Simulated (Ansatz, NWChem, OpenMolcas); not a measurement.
**How basis sets differ on CH3FGeO (SMILES C[O][Ge][F])**

CH3FGeO: 7 atoms, total charge 0, spin state singlet. As SMILES, `C[O][Ge][F]`. The shape is that of a PBE0-D4/def2-TZVP optimisation. This is one conformer, not always the lowest.

Each level gives the HOMO–LUMO gap (eV). The values are calculated.

```json
{"level": "HF/ANO-R0 (sfX2C)", "kind": "Hartree–Fock", "program": "OpenMolcas", "value (eV)": "11.68", "CPU time": "3.6 s"}
{"level": "HF/ANO-RCC-MB (DKH2)", "kind": "Hartree–Fock", "program": "OpenMolcas", "value (eV)": "12.18", "CPU time": "8.2 s"}
{"level": "HF/STO-3G", "kind": "Hartree–Fock", "program": "Ansatz", "value (eV)": "12.58", "CPU time": "0.35 s"}
{"level": "HF/3-21G", "kind": "Hartree–Fock", "program": "NWChem", "value (eV)": "11.77", "CPU time": "7.1 s"}
{"level": "HF/6-31G* (spherical functions)", "kind": "Hartree–Fock", "program": "OpenMolcas", "value (eV)": "11.93", "CPU time": "6.7 s"}
{"level": "HF/def2-SVP", "kind": "Hartree–Fock", "program": "NWChem", "value (eV)": "12.05", "CPU time": "22 s"}
```

All-electron rows without a relativistic Hamiltonian named are non-relativistic. The values span 11.68 to 12.58 eV. A Hartree–Fock LUMO above zero doesn't converge with the basis: it sinks as sets grow more diffuse. Orbital gaps aren't excitation energies. Times are those of the runs behind each value, whatever else they computed, on shared processors of several kinds: orders of magnitude only.
